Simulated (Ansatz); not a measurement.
Ge6Te6. The state is a singlet with charge 0. Geometry PBE-D4/def2-SVP.

```xyz
12

Ge   -0.920   -2.405    1.809
Ge   -1.155    2.991   -1.150
Ge    2.101    1.622    1.830
Ge    2.035   -1.013   -1.725
Ge   -1.793    0.898    0.288
Ge   -1.392   -2.092   -1.892
Te    0.669   -3.045   -0.323
Te   -0.253    0.261    2.349
Te    0.551    3.598    0.683
Te   -3.090   -1.547    0.256
Te    3.478    0.231    0.069
Te   -0.232    0.501   -2.195
```

In the def2 sets Te takes a core potential, while STO-3G treats all electrons; there is no spin–orbit coupling. Single mean-field runs in def2-TZVP are fitted with def2-universal-jkfit. The structure comes from a short search, and lower isomers may exist.

(1) Estimate the orbital energies around the gap (eV) in Ansatz with HF/STO-3G, PBE-D4/def2-SVP, PBE-D4/def2-TZVP, r2SCAN-D4/def2-TZVP, PBE0-D4/def2-SVP.

Results:

(1) 
| orbital | HF/STO-3G | PBE-D4/def2-SVP | PBE-D4/def2-TZVP | r2SCAN-D4/def2-TZVP | PBE0-D4/def2-SVP |
| --- | --- | --- | --- | --- | --- |
| HOMO−9 | -7.82 | -6.68 | -6.62 | -6.92 | -7.64 |
| HOMO−8 | -7.24 | -6.51 | -6.48 | -6.78 | -7.48 |
| HOMO−7 | -6.81 | -6.26 | -6.22 | -6.50 | -7.16 |
| HOMO−6 | -6.43 | -6.12 | -6.09 | -6.38 | -7.05 |
| HOMO−5 | -6.42 | -5.96 | -5.92 | -6.19 | -6.84 |
| HOMO−4 | -6.11 | -5.76 | -5.72 | -5.98 | -6.63 |
| HOMO−3 | -5.75 | -5.62 | -5.58 | -5.81 | -6.44 |
| HOMO−2 | -5.62 | -5.51 | -5.48 | -5.73 | -6.36 |
| HOMO−1 | -5.41 | -5.23 | -5.20 | -5.43 | -6.04 |
| HOMO | -4.56 | -5.01 | -5.01 | -5.24 | -5.84 |
| LUMO | 2.19 | -3.60 | -3.57 | -3.63 | -3.18 |
| LUMO+1 | 2.60 | -3.43 | -3.41 | -3.43 | -2.94 |
| LUMO+2 | 3.28 | -3.30 | -3.29 | -3.31 | -2.80 |
| LUMO+3 | 3.85 | -3.08 | -3.07 | -3.08 | -2.56 |
| LUMO+4 | 4.29 | -2.85 | -2.83 | -2.81 | -2.32 |
| LUMO+5 | 4.76 | -2.75 | -2.76 | -2.74 | -2.21 |
